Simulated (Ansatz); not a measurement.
CH2AlBF2 (`F[CH]1[BH][Al]1[F]`): the same geometry under several functionals.

```yaml
crystal:
  periodic: [false, false, false]
  atoms:
    - {symbol: F, position_ang: [0.145328, -1.264491, 1.811288]}
    - {symbol: C, position_ang: [0.019468, -0.443018, 0.746780]}
    - {symbol: B, position_ang: [0.551712, -0.719051, -0.573831]}
    - {symbol: Al, position_ang: [-0.246053, 1.035456, -1.038813]}
    - {symbol: F, position_ang: [-1.024308, 2.479407, -1.004964]}
    - {symbol: H, position_ang: [-0.549791, 0.439145, 1.093154]}
    - {symbol: H, position_ang: [1.164844, -1.595349, -1.079312]}
basis:
  gaussian: {orbitals: def2-TZVPP}
hamiltonian: {xc: hse06, dispersion: d4}
output: {orbitals: {seedname: orbitals}}
```

```sh
$ ansatz run in.yaml --threads 2 --pin off --events-out ev --progress --plain --max-ram 4352MiB
```

Output, abridged:

```
Functional definition: HSE06
  name "HSE06"
  cite "Heyd, Scuseria & Ernzerhof, J. Chem. Phys. 118, 8207 (2003) doi:10.1063/1.1564060"
  cite "Krukau, Vydrov, Izmaylov & Scuseria, J. Chem. Phys. 125, 224106 (2006) doi:10.1063/1.2404663"
  cite "Heyd & Scuseria, J. Chem. Phys. 120, 7274 (2004) doi:10.1063/1.1668634"
  cite "Ernzerhof & Perdew, J. Chem. Phys. 109, 3313 (1998) doi:10.1063/1.476928"
  cite "Perdew, Burke & Ernzerhof, Phys. Rev. Lett. 77, 3865 (1996) doi:10.1103/PhysRevLett.77.3865"
  parent pbe
  parameter a = 0.25
  parameter omega = 0.11/bohr
  # The whole range is PBE's own exchange, as in plane waves. The composition of these papers is wPBEh.
  exchange = pbe_x - a*pbe_x_sr(omega) + a*exact_x_sr(omega)
  correlation = pbe_c
1079 factors; their error is unknown
91 factors; integrals over basis functions are off by at most 3.9e-7 eV
mean field evaluation 1: about -13759.8688 eV, gradient 6.0e1 eV
mean field evaluation 2: about -13731.1994 eV, gradient 1.1e2 eV
mean field evaluation 4: about -13768.2830 eV, gradient 1.3e1 eV
mean field evaluation 8: about -13768.6539 eV, gradient 7.2e-2 eV
mean field evaluation 16: about -13768.6854 eV, gradient 3.8e-5 eV
mean field -13768.68538475 eV, -505.9898551395 hartree, gradient 3.8e-5 eV, S^2 0.000000; 0 other end points of the search recorded, 0 dependent functions left out
reference -13768.68542542 eV, -505.9898566341 hartree; 22, 22 occupied and 172, 172 virtual orbitals, 1079 factors
Total energy: -13768.78119503 eV, -505.9933761023 hartree
```

It took 3.1 s on 2 threads of an Arm Neoverse V2 on a shared host, with 0.38 GiB of host memory at the peak.

With the line `hamiltonian: {xc: pbe0, dispersion: d4}` (abridged; 2.9 s):

```
Functional definition: PBE0
mean field evaluation 16: about -13769.1670 eV, gradient 1.4e-4 eV
mean field -13769.16703132 eV, -506.0075553243 hartree, gradient 3.3e-5 eV, S^2 0.000000
Total energy: -13769.26941778 eV, -506.0113179575 hartree
```

With the line `hamiltonian: {xc: {name: B3LYP}, dispersion: d4}` and forces (abridged; 3.7 s):

```
Functional definition: B3LYP
mean field evaluation 16: about -13780.5195 eV, gradient 8.9e-5 eV
mean field -13780.51951426 eV, -506.4247513775 hartree, gradient 2.2e-5 eV, S^2 0.000000
Total energy: -13780.71805076 eV, -506.4320474592 hartree
Atom 0 force     0.052799    -0.283495     0.334423 eV/Å
Atom 1 force    -0.071621     0.266293    -0.233965 eV/Å
Atom 2 force     0.045026    -0.109103     0.044272 eV/Å
Atom 3 force     0.073079    -0.033543    -0.189408 eV/Å
Atom 4 force    -0.086413     0.157368     0.009430 eV/Å
Atom 5 force     0.063460    -0.110757    -0.018966 eV/Å
Atom 6 force    -0.076330     0.113237     0.054213 eV/Å
Dipole moment:    -0.076218     0.351905    -0.379875 e Å
```

With the line `hamiltonian: {xc: {name: revPBE}, dispersion: d4}` (abridged; 2.1 s):

```
Functional definition: revPBE
mean field evaluation 16: about -13776.0857 eV, gradient 2.2e-4 eV
mean field -13776.08568591 eV, -506.2618111911 hartree, gradient 3.6e-5 eV, S^2 0.000000
Total energy: -13776.44794588 eV, -506.2751239993 hartree
```

Changing it to `hamiltonian: {xc: pbe, dispersion: d4}` and forces (abridged; 2.6 s):

```
Functional definition: PBE
mean field evaluation 16: about -13768.5704 eV, gradient 6.0e-3 eV
mean field -13768.57037713 eV, -505.9856286874 hartree, gradient 5.6e-5 eV, S^2 0.000000
Total energy: -13768.69210354 eV, -505.9901020503 hartree
Atom 0 force     0.078033    -0.437052     0.527717 eV/Å
Atom 1 force    -0.080320     0.282949    -0.235735 eV/Å
Atom 2 force     0.106475    -0.082881    -0.213742 eV/Å
Atom 3 force     0.245445    -0.408078    -0.096949 eV/Å
Atom 4 force    -0.282233     0.524763     0.010501 eV/Å
Atom 5 force    -0.134556     0.204583     0.086019 eV/Å
Atom 6 force     0.067157    -0.084285    -0.077811 eV/Å
Dipole moment:    -0.079844     0.322075    -0.313122 e Å
```

Changing it to `hamiltonian: {xc: {name: PBE-QIDH}}` (abridged; 5.5 s):

```
Functional definition: PBE-QIDH
mean field evaluation 16: about -13757.1380 eV, gradient 5.7e-4 eV
mean field -13757.13799646 eV, -505.5654964468 hartree, gradient 6.8e-6 eV, S^2 0.000000
9 core orbitals not correlated: weight in the atoms' cores, before any rotation towards them, 1.000 or more for the frozen orbitals, at most 0.000 for the correlated occupied ones
second order -25.61210508 eV of doubles, -0.00000000 eV of singles
Total energy: -13765.67537718 eV, -505.8792394016 hartree
```

HSE06 is the plane-wave form, built on full-range PBE exchange.

B3LYP takes the VWN-RPA correlation (the form of Gaussian; ORCA's B3LYP/G).
